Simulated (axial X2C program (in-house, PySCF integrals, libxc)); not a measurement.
What spin–orbit coupling does to TeC

All values were computed with an in-house relativistic program for diatomic molecules. Spin-free means the one-electron spin-free X2C Hamiltonian; two-component (2c) means X2C with spin–orbit coupling and atomic mean-field two-electron Coulomb and Gaunt terms, so the difference of the two also holds small scalar two-electron terms. Basis: Te dyall-cv3z [11s12p8d4f1g], C dyall-v3z [7s6p2d1f] (cores contracted in-house); Gaussian nuclei, density fitting, unrestricted open shells. Masses: Te 129.906 u, C 12.000 u.

Spin-free state: M_S = 0, Λ = 0 (closed shell); fragments Te + C.

| level | Re (Å) | ωe (cm⁻¹) | De (eV) | μ (D) |
| --- | --- | --- | --- | --- |
| PBE0 | 1.882 | 905.2 | 4.698 | -2.59 |
| HF | 1.867 | 960.0 | 1.424 | -2.24 |
| CCSD | 1.880 | 908.0 | 4.372 | n/a |
| CCSD(T) | 1.901 | 854.0 | n/a | n/a |
| M06 | 1.888 | 889.9 | 4.681 | -2.88 |

Correlated methods: 20 electrons correlated (number of frozen shells: Te 4 s, 3 p, 1 d; C 1 s), 222 virtual spin orbitals or spinors in MP2, 108 natural virtuals in coupled cluster.

Dipoles are positive if C is the positive end.

Two-component determinant lowest at the distance of the search:

Ω = 0 (closed shell); fragments Te + C.

```json
{"level": "PBE0", "Re (Å)": "1.885", "ωe (cm⁻¹)": "898.6", "De (eV)": "4.448", "μ (D)": "-2.61"}
{"level": "HF", "Re (Å)": "1.871", "ωe (cm⁻¹)": "946.2", "De (eV)": "n/a", "μ (D)": "-2.29"}
{"level": "CCSD", "Re (Å)": "1.883", "ωe (cm⁻¹)": "897.4", "De (eV)": "4.070", "μ (D)": "n/a"}
{"level": "CCSD(T)", "Re (Å)": "1.901", "ωe (cm⁻¹)": "856.8", "De (eV)": "n/a", "μ (D)": "n/a"}
{"level": "M06", "Re (Å)": "1.890", "ωe (cm⁻¹)": "882.8", "De (eV)": "4.345", "μ (D)": "-2.90"}
```

Q: From the two tables, how do the constants change at the CCSD(T) level (2c against spin-free)?

A: At the CCSD(T) level Re is unchanged within 0.001 Å and ωe goes up by 2.8 cm⁻¹.

One determinant describes the state; a PBE0 search over occupations chose it and may have missed a lower one. The closed shell is kept restricted, so the energy runs too high when the bond is stretched far. Dissociation energies refer to the lowest single-determinant-based atoms at the same level and basis. De is not given where an atomic determinant may have missed its ground term or J level, or where the truncated virtual space spoils (T). CCSD and (T) use frozen natural virtuals with an MP2 correction for the truncation; (T) itself is uncorrected, so its De runs slightly low. A 2c atom that is not at its ground J level misses part of its spin–orbit lowering, and De is too large by that part (0.04 eV or less for light atoms). This holds for PBE0, CCSD, M06. Without a current term, density functionals place determinants with orbital angular momentum somewhat too high. The T1 diagnostic is large, a sign of multireference character.
